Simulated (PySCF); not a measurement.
r2SCAN on Cd³⁷⁺ (cadmium, charge +37)

Configuration: [Ne] 3s1, 2S determinant. All numbers are calculated (PySCF 2.14, no relativity, point nucleus, in an uncontracted even-tempered set (16 s from 6.2 bohr⁻², ratio 2.5; 10 p from 8.1 bohr⁻², ratio 2.5; 4 d from 30 bohr⁻², ratio 2.7; 4 f from 45 bohr⁻², ratio 2.7)).

| Item | Value |
| --- | --- |
| Total energy | -4292.07 hartree |
| One-electron energy | -4717.35 hartree |
| Hartree (Coulomb) energy | 506.59 hartree |
| Exchange-correlation energy | -81.31 hartree |
| Kinetic energy | 4291.84230 hartree |
| ⟨S²⟩ | 0.7500 |
| ⟨L²⟩ | 0.000 |
| Sum of ⟨r⟩ | 1.343 bohr |
| Sum of ⟨r²⟩ | 0.2595 bohr² |
| Density at the nucleus (Gaussians lack the cusp) | 76400 bohr⁻³ |
| Spin density at the nucleus | 958 bohr⁻³ |

```csv
shell,electrons,mean orbital energy (eV),"rms radius, mean of both spins (bohr)"
1s α,1,-27951.3,0.0367
1s β,1,-27949.2,0.0367
2s α,1,-5863.5,0.146
2s β,1,-5861.7,0.146
2p α,3,-5637.2,0.126
2p β,3,-5634.8,0.126
3s α,1,-2399.3,0.345
```

A non-relativistic calculation at this Z misses sizeable relativistic shifts.
